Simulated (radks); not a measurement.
Values are calculated unless marked as measured or tabulated.
Spin polarisation of the 4d4 shell in Tc3+. Start: [Kr] 4d(up 2, down 2); electrons of 4d are moved from spin down to spin up, other shells keep equal spins. Code: a radial shooting solver on a logarithmic mesh with Libxc functionals. Model: scalar-relativistic Kohn-Sham, PBE, spin-polarised, spherical densities, finite nucleus; Fermi nuclear charge, rms radius of each element as measured or else 0.836 A^(1/3) + 0.57 fm.

moment (Bohr magnetons)  E - E(0) (eV)  e(4d up) (eV)  e(4d down) (eV)  4p down minus up (eV)
0                                0.000        -35.154          -35.154                  0.000
1                               -0.205        -35.542          -34.721                  0.794
2                               -0.822        -35.888          -34.239                  1.594
3                               -1.855        -36.192          -33.704                  2.405
4                               -3.315        -36.457          -33.090                  3.233

At moment 4 the spin-polarisation energy is -3.315 eV and the 4d exchange splitting 3.367 eV, that is 0.842 eV per Bohr magneton; E = -I m^2/4 would give I = 0.829 eV.
